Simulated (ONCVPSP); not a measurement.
**Potentials for magnesium (Mg) compared**

Generated with ld1.x 7.5 (TM, RRKJ, ultrasoft, PAW), atompaw 4.2 or ONCVPSP 4.0.1. The cutoff is in Ry: for ld1.x and atompaw files where the sum of valence levels is converged to 10 mRy in a Bessel basis, for ONCV files where the hardest occupied wave has 1 mHa per electron of residual kinetic energy. The error is the largest all-electron minus pseudo excitation energy over each file’s own four to seven test configurations (ionisations up to +4, promotions, holes and added fractions of an electron), all of which were solved. The labels leave out finer settings (local radius, basis sizes, second energies), which also bear on the numbers. Spin-polarised tests are not counted. The rows are a selection from randomly drawn settings: files with unsolved tests, undetermined cutoffs or missed reference levels are left out.

A true bound ghost makes a file unfit for plane-wave use even where its test errors are small: the radial tests pick states by their node count and pass the ghost by.

| potential | cutoff (Ry) | largest error (meV) | bound ghosts |
| --- | --- | --- | --- |
| ONCV, PBEsol, non-relativistic, rc 1.30/1.15/1.25 (spd), local smoothed, core correction yes, reference 2s2 2p6 3s1.5, qcut 10.3/12.7/6.5, projectors 2/2/1 | 121 | +272 | none |
| ONCV, PBEsol, non-relativistic, rc 1.45/0.70/1.60 (spd), local smoothed, core correction yes, reference 2s2 2p6 3s2, qcut 6.7/17.7/5.2, projectors 3/2/2 | 240 | -0.8 | none |
| ONCV, PW91, scalar-relativistic, rc 1.30/1.30/1.10 (spd), local smoothed, core correction no, reference 2s2 2p6 3s2, qcut 11.4/11.6/8.5, projectors 2/2/2 | 108 | -1.6 | none |
| ONCV, revPBE, non-relativistic, rc 2.70/0.65 (sp), local smoothed, core correction no, reference 2p6 3s2, qcut 2.5/18, projectors 2/3 | 271 | +46 | s |
| ONCV, LDA (Perdew-Wang 92), scalar-relativistic, rc 1.30/1.00 (sp), local smoothed, core correction yes, reference 2s2 2p6 3s2, qcut 12.3/11.9, projectors 2/2 | 126 | -1.4 | none |
| ONCV, LDA (Perdew-Wang 92), scalar-relativistic, rc 1.40/0.90 (sp), local smoothed, core correction yes, reference 2s2 2p6 3s1, qcut 9/19.1, projectors 2/2 | 221 | +76 | none |

(1) Fill in the row for Mg: ONCV, revPBE, fully relativistic, rc 1.15/1.25/1.00 (spd), local smoothed, core correction no, reference 2s2 2p6 3s1 3p1, qcut 13.5/13.7/11.2, projectors 2/2/2.

(2) Fill in the row for Mg: ONCV, PBEsol, non-relativistic, rc 2.20/1.05 (sp), local smoothed, core correction yes, reference 2p6 3s1.5, qcut 2.6/15.4, projectors 2/1.

## Answers

(1) cutoff 119 Ry, largest error +0.2 meV, bound ghosts: none.

(2) cutoff 158 Ry, largest error +37 meV, bound ghosts: none.
